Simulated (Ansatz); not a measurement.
Basis-set extrapolation for CH₆BNO₂ (`NB(O)CO`) (PBE0-D4/def2-TZVP geometry, frozen core, Ansatz). Multiplicity 1, RHF reference.

```json
{"": "HF", "def2-TZVPP": "-270.435148", "def2-QZVPP": "-270.448314"}
{"": "MP2 correlation", "def2-TZVPP": "-0.964089", "def2-QZVPP": "-1.036840"}
{"": "CCSD(T) correlation", "def2-TZVPP": "-1.028334", "def2-QZVPP": "not run"}
```

Energies in hartree. Use E(X) = E(∞) + A·exp(−7.88·√X) for Hartree–Fock and E(X) = E(∞) + B·X^(−2.97) for correlation, with X = 3 and 4, and add CCSD(T) minus MP2 of the smaller set to the MP2 limit.

**Question.** What is the CCSD(T) energy at the basis-set limit?

**Answer.** HF limit: -270.448314 + (-0.013166) × 0.13774 = -270.45013. MP2 limit: -1.036840 + (-0.072751) × 0.74074 = -1.09073. Higher-order term: -1.028334 − (-0.964089) = -0.06425. Total: -271.60511 hartree, 371.8 kJ/mol below CCSD(T)/def2-TZVPP.
